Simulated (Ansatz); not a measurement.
Cost and result for the atomization energy of C$_{3}$H$_{7}$GaO (`C=C(O)[CH2][GaH2]`) (12 atoms, 11 bonds).

Cartesian coordinates in Å:
```
C -0.971 1.526 -0.631
C -0.353 0.570 0.052
O -1.044 -0.445 0.705
C 1.086 0.269 0.196
Ga 0.890 -1.729 0.146
H -0.396 2.296 -1.123
H -2.051 1.565 -0.720
H -1.992 -0.379 0.549
H 1.689 0.758 -0.566
H 1.450 0.554 1.187
H 0.463 -2.396 -1.212
H 1.231 -2.589 1.415
```

Total charge 0; spin multiplicity 1. Correlated methods include outer-core shells of Ga, which these sets cover unevenly. Scalar relativity is left out up to krypton. The structure was optimised at the PBE0-D4/def2-TZVP level. It is one conformer, not always the lowest. Program: Ansatz. All runs use 4 threads of an Intel Xeon Platinum 8488C on a shared host. Times are those of one run each, without the atoms' runs, and a repeat can differ threefold. Electronic energies, without spin–orbit coupling; frozen cores. CCSD(T)/CBS adds CCSD(T) − MP2 in def2-TZVPP to the MP2 limit, and its time is that of the two runs behind it. T1 = 0.013. With those shells the extrapolation isn't a true limit. B3LYP takes the VWN-RPA correlation (the form of Gaussian; ORCA's B3LYP/G).

CCSD(T)/CBS is a level of theory with its own doubt, some kJ/mol a heavy atom from the limit and from the frozen cores, so smaller differences don't rank the functionals.

| level | functions | wall time |
| --- | --- | --- |
| BLYP-D4/def2-TZVPP | 270 | 1.4 s |
| revPBE-D4/def2-TZVPP | 270 | 1.5 s |
| PBE-D4/def2-TZVPP (with forces) | 270 | 2 s |
| PBE0-D4/def2-TZVPP | 270 | 2.5 s |
| CAM-B3LYP-D4/def2-TZVPP | 270 | 2.7 s |
| r2SCANh-D4/def2-TZVPP | 270 | 3.6 s |
| B3LYP-D4/def2-TZVPP (with forces) | 270 | 4.4 s |
| CCSD(T)/def2-SVP | 123 | 6 s |
| ωB97X-V/def2-TZVPP | 270 | 7.5 s |
| ωB97M-V/def2-TZVPP (with forces) | 270 | 7.5 s |
| MP2/def2-QZVPP | 527 | 21 s |
| CCSD(T)/def2-TZVPP | 270 | 2.3 min |
| CCSD(T)/CBS(def2) | – | 2.7 min |

(1) What atomization energy does each give, and how far from CCSD(T)/CBS? (Best estimate.)

## Answers

(1) Ansatz gave: 
```csv
level,atomization (kcal/mol),difference from CCSD(T)/CBS,per bond
BLYP-D4/def2-TZVPP,1047.0,-6.9,-0.6
revPBE-D4/def2-TZVPP,1048.1,-5.8,-0.5
PBE-D4/def2-TZVPP (with forces),1074.7,20.8,1.9
PBE0-D4/def2-TZVPP,1056.3,2.4,0.2
CAM-B3LYP-D4/def2-TZVPP,1056.1,2.2,0.2
r2SCANh-D4/def2-TZVPP,1051.2,-2.7,-0.2
B3LYP-D4/def2-TZVPP (with forces),1049.3,-4.6,-0.4
CCSD(T)/def2-SVP,1006.1,-47.8,-4.3
ωB97X-V/def2-TZVPP,1054.5,0.6,0.1
ωB97M-V/def2-TZVPP (with forces),1054.3,0.4,0.0
MP2/def2-QZVPP,1061.0,7.1,0.6
CCSD(T)/def2-TZVPP,1031.1,-22.8,-2.1
CCSD(T)/CBS(def2),1053.9,0.0,0.0
```

Leaving LDA and LC-ωPBE aside and taking each functional with its dispersion term where it has one, the values, not all of them listed here, spread over 55.6 kcal/mol, from BHLYP-D4 to PBE-D4. LDA lies +144.6 kcal/mol from PBE without D4, its usual overbinding. At CCSD(T), def2-SVP lies −47.8 kcal/mol from the extrapolated value and def2-TZVPP −22.8 kcal/mol: correlation converges slowly with the basis, and small sets miss more of it in the bonded molecule than in its fragments. The D4 term adds +9.9 kcal/mol with B3LYP and +5.2 kcal/mol with PBE0; it sums over pairs of atoms, weighted by their polarisabilities, and B3LYP, whose exchange is more repulsive, gets the larger term.
